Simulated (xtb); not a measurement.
xtb input (GFN1-xTB):

```bash
xtb mol.xyz --gfn 1 --opt tight --chrg 0 --uhf 0
```
mol.xyz:
```
4

Be    -0.46050688     0.43378722     0.14030221
Br     0.94825636    -0.85340450    -0.31289798
S     -1.81264703     1.70192994     0.55559656
H     -2.34459255     0.90312952     1.50067542
```

Output:

```
           -------------------------------------------------
          |                Calculation Setup                |
           -------------------------------------------------

           -------------------------------------------------
          |                 G F N 1 - x T B                 |
           -------------------------------------------------

        Reference                      10.1021/acs.jctc.7b00118
      * Hamiltonian:
        H0-scaling (s, p, d)           1.850000    2.250000    2.000000
        zeta-weighting                 0.000000
      * Dispersion:
        s8                             2.400000
        a1                             0.630000
        a2                             5.000000
        s9                             0.000000
      * Repulsion:
        kExp                           1.500000
        rExp                           1.000000
      * Coulomb:
        alpha                          2.000000
        third order                    atomic
        anisotropic                    false
      * Halogen bond correction:
        rad-scale                      1.300000
        damping                        0.440000

          ...................................................
          :                      SETUP                      :
          :.................................................:
          :  # basis functions                  26          :
          :  # atomic orbitals                  24          :
          :  # shells                           10          :
          :  # electrons                        16          :
          :  # halogen bonds                     1          :
          :  max. iterations                   250          :
          :  Hamiltonian                  GFN1-xTB          :
          :  restarted?                      false          :
          :  GBSA solvation                  false          :
          :  PC potential                    false          :
          :  electronic temp.          300.0000000     K    :
          :  accuracy                    1.0000000          :
          :  -> integral cutoff          0.2500000E+02      :
          :  -> integral neglect         0.1000000E-07      :
          :  -> SCF convergence          0.1000000E-05 Eh   :
          :  -> wf. convergence          0.2000000E-04 e    :
          :  Broyden damping             0.4000000          :
          :  net charge                          0          :
          :  unpaired electrons                  0          :
          ...................................................

 iter      E             dE          RMSdq      gap      omega  full diag
   1     -8.3530372 -0.835304E+01  0.133E+01    3.42       0.0  T
   2     -8.7469804 -0.393943E+00  0.714E+00    2.16       1.0  T
   3     -8.9534617 -0.206481E+00  0.368E+00    5.06       1.0  T
   4     -8.9094559  0.440057E-01  0.391E+00    4.48       1.0  T
   5     -8.9891521 -0.796962E-01  0.544E-01    5.17       1.0  T
   6     -8.9908891 -0.173698E-02  0.292E-01    5.19       1.0  T
   7     -8.9912718 -0.382674E-03  0.769E-02    5.17       1.0  T
[...]

         :::::::::::::::::::::::::::::::::::::::::::::::::::::
         ::                     SUMMARY                     ::
         :::::::::::::::::::::::::::::::::::::::::::::::::::::
         :: total energy              -8.940249863785 Eh    ::
         :: gradient norm              0.000136091054 Eh/a0 ::
         :: HOMO-LUMO gap              4.950706505907 eV    ::
         ::.................................................::
         :: SCC energy                -8.983572434991 Eh    ::
         :: -> electrostatic           0.019843684563 Eh    ::
         :: repulsion energy           0.044554251030 Eh    ::
         :: dispersion energy         -0.001231679823 Eh    ::
         :: halogen bond corr.        -0.000000000000 Eh    ::
         :: add. restraining           0.000000000000 Eh    ::
         :: total charge              -0.000000000000 e     ::
         :::::::::::::::::::::::::::::::::::::::::::::::::::::

           -------------------------------------------------
          |                Property Printout                |
           -------------------------------------------------

    * Orbital Energies and Occupations

         #    Occupation            Energy/Eh            Energy/eV
      -------------------------------------------------------------
         1        2.0000           -0.8176662             -22.2498
         2        2.0000           -0.6629914             -18.0409
         3        2.0000           -0.5026827             -13.6787
         4        2.0000           -0.4412757             -12.0077
         5        2.0000           -0.4196235             -11.4185
         6        2.0000           -0.4159512             -11.3186
         7        2.0000           -0.4104980             -11.1702
         8        2.0000           -0.3884187             -10.5694 (HOMO)
         9                         -0.2064836              -5.6187 (LUMO)
        10                         -0.1852719              -5.0415
        11                         -0.1624401              -4.4202
        12                         -0.1026253              -2.7926
        13                         -0.0548722              -1.4931
        14                         -0.0527887              -1.4365
        15                         -0.0527861              -1.4364
        16                         -0.0237115              -0.6452
        17                         -0.0123109              -0.3350
        18                         -0.0068763              -0.1871
        19                          0.0135580               0.3689
       ...                                ...                  ...
        24                          0.7562825              20.5795
      -------------------------------------------------------------
                  HL-Gap            0.1819351 Eh            4.9507 eV
             Fermi-level           -0.2974511 Eh           -8.0941 eV

  Mulliken/CM5 charges         n(s)   n(p)   n(d)
     1Be    0.41446  0.61912   0.613  0.972  0.000
     2Br   -0.19482 -0.27941   1.938  5.264 -0.007
     3S    -0.34680 -0.53484   1.913  4.442 -0.009
     4H     0.12715  0.19513   0.873  0.000  0.000

Wiberg/Mayer (AO) data.
largest (>0.10) Wiberg bond orders for each atom

 ---------------------------------------------------------------------------
     #   Z sym  total        # sym  WBO       # sym  WBO       # sym  WBO
 ---------------------------------------------------------------------------
     1   4 Be   2.453 --     2 Br   1.245     3 S    1.175
     2  35 Br   1.290 --     1 Be   1.245
     3  16 S    2.163 --     1 Be   1.175     4 H    0.948
     4   1 H    0.988 --     3 S    0.948
 ---------------------------------------------------------------------------
Note: The following floating-point exceptions are signalling: IEEE_DENORMAL
normal termination of xtb

Topologies differ in total number of bonds
Writing topology from bond orders to xtbtopo.mol

 dipole moment from electron density (au)
     X       Y       Z
  -0.3741  -0.2009   0.4472  total (Debye):    1.567

           -------------------------------------------------
          |                Geometry Summary                 |
           -------------------------------------------------

      molecular mass/u    :      121.9884390
   center of mass at/Å    :        0.1641109      -0.0986499      -0.0836955
  moments of inertia/u·Å² :        0.1656158E+01   0.3756285E+03   0.3772847E+03
rotational constants/cm⁻¹ :        0.1017876E+02   0.4487847E-01   0.4468147E-01

 * 3 selected distances

     #   Z          #   Z                                           value/Å
     1   4 Be       2  35 Br                                      2.0495491 (max)
     1   4 Be       3  16 S                                       1.9185898
     3  16 S        4   1 H                                       1.3149741 (min)

 * 3 distinct bonds (by element types)

   Z      Z             #   av. dist./Å        max./Å        min./Å
   1 H   16 S           1     1.3149741     1.3149741     1.3149741
   4 Be  16 S           1     1.9185898     1.9185898     1.9185898
   4 Be  35 Br          1     2.0495491     2.0495491     2.0495491

optimized geometry written to: xtbopt.xyz

           -------------------------------------------------
          | TOTAL ENERGY               -8.940249863785 Eh   |
          | GRADIENT NORM               0.000136091054 Eh/α |
          | HOMO-LUMO GAP               4.950706505907 eV   |
           -------------------------------------------------

------------------------------------------------------------------------
------------------------------------------------------------------------
 total:
 SCF:
 ANC optimizer:
```
